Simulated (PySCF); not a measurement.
F2GeH4Si, SMILES F[SiH]([GeH3])F.

Geometry: PBE0-D3(BJ)/def2-SVP. This is a generated structure with no PubChem entry under its InChIKey; it may be hypothetical.

Two levels are set side by side: TDA-PBE/def2-SVPD (PySCF) and TDA-M06-2X/def2-SVPD (PySCF). Vertical, same geometry. The lowest singlet is HOMO→LUMO 96 % with PBE and HOMO→LUMO+1 95 % with the other functional; states are paired by order. Differences are taken from unrounded values.

```csv
quantity,TDA-M06-2X,TDA-PBE,TDA-PBE minus TDA-M06-2X
lowest singlet excitation (eV),6.98,6.53,-0.44
lowest triplet excitation (TDA) (eV),6.29,5.83,-0.46
first bright state (f over 0.05) (eV),7.15,7.00,-0.15
its oscillator strength,0.08,0.10,0.02
```

A lower first singlet is the usual sign of a functional without exact exchange. Differences between two approximate levels are no errors against the true value.

Rough cost on one machine, each run with all the roots and properties that it gave: TDA-M06-2X against TDA-PBE about 7 times.
